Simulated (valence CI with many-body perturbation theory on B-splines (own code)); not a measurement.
The numbers below are computed, except where a source is named.
## Sensitivity of CI+MBPT for K13+

Method: configuration interaction combined with many-body perturbation theory (CI+MBPT): four valence electrons over a frozen Dirac-Fock core [He], radial functions for each j: 6 s, 6 p, 5 d, 3 f, 1 g, with the one-electron correlation potential Σ1, the two-electron term Σ2, the three-electron term Σ3, Breit, model QED; selected CI, second order for the rest, scaled by the run's own slope (own B-spline code, finite nucleus).

No measured spectrum was set against this ion. As an estimate, levels of excited configurations hold to 0.05 to 0.15 % of their energy, terms of the ground configuration to about 0.5 %.

The reference run has the lowest level 2s²2p² ³P_0 and an ionisation energy of 786.795 eV. Its largest variational space holds 11671 state functions.

Reference levels: 2s²2p² ³P_1 13236, 2s²2p² ³P_2 28232, 2s²2p² ¹D_2 96287, 2s²2p² ¹S_0 179499, 2s2p³ ⁵S°_2 250194, 2s2p³ ³D°_2 458936, 2s2p³ ³D°_1 459655, 2s2p³ ³D°_3 461145, 2s2p³ ³P°_0 537826, 2s2p³ ³P°_1 538465, 2s2p³ ³P°_2 540362, 2s2p³ ¹D°_2 677263 cm⁻¹.

Question: Rank these changes by the mean size of the shift of these levels, smallest first.
A. natural orbitals for correlation on → off
B. cutoff of virtual states (hartree) 722 → 48.17
C. correlating orbitals by l 3 3 3 2 1 → 2 2 5 3 3
D. size limit of the variational space 10000 → 3000

Answer: D (5.1 cm⁻¹), C (98 cm⁻¹), B (970 cm⁻¹), A (2400 cm⁻¹).
